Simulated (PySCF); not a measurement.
Isomers of C6H13GeN, mass 173.026 u with the commonest isotopes. Theory: PBE0-D3(BJ)/def2-SVP geometry optimisation, gas phase (PySCF). One conformer each, none proved a minimum here; rigid rotors.

**Question.** Order these by out-of-plane moment Σ m c² = (Ia + Ib − Ic)/2, largest first.
A. `[NH2:1][GeH2:2][C@@H:3]1[CH2:4][C@@H:5]1[CH:6]1[CH2:7][CH2:8]1` with H–N1–Ge2–C3 165° and -71°, N1–Ge2–C3–C4 11°, C4–C5–C6–C7 -175°
B. `[CH3:1][CH2:2][C@@H:3]1[CH:4]=[CH:5][CH2:6][Ge@@H:7]1[NH2:8]` with C1–C2–C3–C4 -174°, C6–Ge7–N8–H 52° and 176°
C. `[NH2:1][GeH2:2][C@@H:3]1[CH2:4][C@H:5]1[CH:6]1[CH2:7][CH2:8]1` with H–N1–Ge2–C3 -57° and 177°, N1–Ge2–C3–C4 157°, C4–C5–C6–C7 -111°
D. `[CH2:1]=[N:2][GeH:3]1[CH2:4][CH2:5][CH2:6][CH2:7][CH2:8]1` with C1–N2–Ge3–C4 126°, N2–Ge3–C4–C5 69°, Ge3–C4–C5–C6 56°, C4–C5–C6–C7 -67°, C5–C6–C7–C8 67°
E. `[CH3:1][C:2]([CH3:3])([CH3:4])[C:5]#[C:6][GeH2:7][NH2:8]` with C6–Ge7–N8–H -177° and -53°
F. `[CH3:1][NH:2][Ge@@H:3]1[CH2:4][CH:5]=[C:6]([CH3:7])[CH2:8]1` with C1–N2–Ge3–C4 -179°, N2–Ge3–C4–C5 -112°, Ge3–C4–C5–C6 -6°, C5–C6–C8–Ge3 7°, N2–Ge3–C8–C6 106°

**Answer.** D (86.44 u·Å²), A (76.19 u·Å²), E (59.27 u·Å²), F (50.64 u·Å²), B (45.61 u·Å²), C (25.38 u·Å²).

**Question.** Order these by rotational constant A, smallest first.
A. `[CH3:1][C:2]([CH3:3])([CH3:4])[C:5]#[C:6][GeH2:7][NH2:8]` with C6–Ge7–N8–H -177° and -53°
B. `[CH3:1][NH:2][Ge@@H:3]1[CH2:4][CH:5]=[C:6]([CH3:7])[CH2:8]1` with C1–N2–Ge3–C4 -179°, N2–Ge3–C4–C5 -112°, Ge3–C4–C5–C6 -6°, C5–C6–C8–Ge3 7°, N2–Ge3–C8–C6 106°
C. `[NH2:1][GeH2:2][C@@H:3]1[CH2:4][C@H:5]1[CH:6]1[CH2:7][CH2:8]1` with H–N1–Ge2–C3 -57° and 177°, N1–Ge2–C3–C4 157°, C4–C5–C6–C7 -111°
D. `[CH3:1][CH2:2][C@@H:3]1[CH:4]=[CH:5][CH2:6][Ge@@H:7]1[NH2:8]` with C1–C2–C3–C4 -174°, C6–Ge7–N8–H 52° and 176°
E. `[CH2:1]=[N:2][GeH:3]1[CH2:4][CH2:5][CH2:6][CH2:7][CH2:8]1` with C1–N2–Ge3–C4 126°, N2–Ge3–C4–C5 69°, Ge3–C4–C5–C6 56°, C4–C5–C6–C7 -67°, C5–C6–C7–C8 67°

**Answer.** D (1954 MHz), E (2368 MHz), B (2872 MHz), C (2988 MHz), A (3189 MHz).

**Question.** Order these by rotational constant B, smallest first.
A. `[CH3:1][CH2:2][C@@H:3]1[CH:4]=[CH:5][CH2:6][Ge@@H:7]1[NH2:8]` with C1–C2–C3–C4 -174°, C6–Ge7–N8–H 52° and 176°
B. `[CH3:1][NH:2][Ge@@H:3]1[CH2:4][CH:5]=[C:6]([CH3:7])[CH2:8]1` with C1–N2–Ge3–C4 -179°, N2–Ge3–C4–C5 -112°, Ge3–C4–C5–C6 -6°, C5–C6–C8–Ge3 7°, N2–Ge3–C8–C6 106°
C. `[NH2:1][GeH2:2][C@@H:3]1[CH2:4][C@@H:5]1[CH:6]1[CH2:7][CH2:8]1` with H–N1–Ge2–C3 165° and -71°, N1–Ge2–C3–C4 11°, C4–C5–C6–C7 -175°
D. `[CH3:1][C:2]([CH3:3])([CH3:4])[C:5]#[C:6][GeH2:7][NH2:8]` with C6–Ge7–N8–H -177° and -53°
E. `[CH2:1]=[N:2][GeH:3]1[CH2:4][CH2:5][CH2:6][CH2:7][CH2:8]1` with C1–N2–Ge3–C4 126°, N2–Ge3–C4–C5 69°, Ge3–C4–C5–C6 56°, C4–C5–C6–C7 -67°, C5–C6–C7–C8 67°
F. `[NH2:1][GeH2:2][C@@H:3]1[CH2:4][C@H:5]1[CH:6]1[CH2:7][CH2:8]1` with H–N1–Ge2–C3 -57° and 177°, N1–Ge2–C3–C4 157°, C4–C5–C6–C7 -111°

**Answer.** D (498.7 MHz), F (668.8 MHz), C (845.8 MHz), B (916.1 MHz), E (1113 MHz), A (1371 MHz).

| SMILES | point group | Ia (u·Å²) | Ib (u·Å²) | Ic (u·Å²) | κ | μa (D) | μb (D) | μc (D) |
| --- | --- | --- | --- | --- | --- | --- | --- | --- |
| C=[N][GeH]1[CH2]CCC[CH2]1 | Cs | 213.38 | 454.23 | 494.72 | -0.86 | 0.08 | 0.03 | 0.83 |
| [NH2][GeH2][C@@H]1C[C@H]1C1CC1 | C1 | 169.15 | 755.70 | 874.08 | -0.92 | 0.56 | 0.48 | 0.60 |
| [NH2][GeH2][C@@H]1C[C@@H]1C1CC1 | C1 | 210.23 | 597.52 | 655.38 | -0.91 | 0.80 | 0.25 | 0.46 |
| CC(C)(C)C#[C][GeH2][NH2] | C1 | 158.49 | 1013.35 | 1053.29 | -0.99 | 0.48 | 0.40 | 0.97 |
| CC[C@@H]1C=C[CH2][Ge@@H]1[NH2] | C1 | 258.62 | 368.68 | 536.08 | -0.15 | 0.11 | 0.93 | 0.18 |
| C[NH][Ge@@H]1[CH2]C=C(C)[CH2]1 | C1 | 175.98 | 551.66 | 626.35 | -0.89 | 0.39 | 0.77 | 0.41 |
